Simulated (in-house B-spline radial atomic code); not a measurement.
A run on K that did not converge. Method: scalar-relativistic (X2C) wB97X, spin-polarised, spherical fractional occupations, Fermi nucleus of rms radius 3.4349 fm; computed with an all-electron radial atomic-structure program (B-spline basis).

Command:
```bash
python run_scf.py task.json out
```
Settings (nuclear radius in fm, mass in u):
```
Z                19
configuration    [Ar] 4s1
hamiltonian      x2c
method           wb97x
spin_polarised   True
nucleus          fermi
rms_radius       3.4349
atomic_mass      38.96371
speed_of_light   137.035999084
```

First and last ten iterations of the last attempt (damped for 15 steps, keeping 80 % of the old Fock matrix, then DIIS):
```
 iter        energy (Eh)    residual
    1        -600.225635    2.72e-01
    2        -601.765810    1.02e-01
    3        -601.992977    7.13e-02
    4        -602.110376    5.04e-02
    5        -602.171031    3.63e-02
    6        -602.202319    2.62e-02
    7        -602.218451    1.89e-02
    8        -602.226788    1.37e-02
    9        -602.231122    9.97e-03
   10        -602.233400    7.30e-03
  111        -602.236343    1.29e-05
  112        -602.236343    1.75e-05
  113        -602.236343    1.15e-05
  114        -602.236343    4.13e-06
  115        -602.236343    3.54e-06
  116        -602.236343    3.81e-06
  117        -602.236343    3.44e-06
  118        -602.236343    2.40e-06
  119        -602.236343    1.47e-06
  120        -602.236343    1.42e-06
 not converged after 120 iterations
```

The smallest residual met was 1.4e-06; the threshold is about 2e-07. Over the last five steps the energy moves by less than 1e-08 hartree, but the orbitals didn't meet the threshold. Time taken, with all properties: 16 s on 1 thread of Intel(R) Xeon(R) Platinum 8488C (shared host).
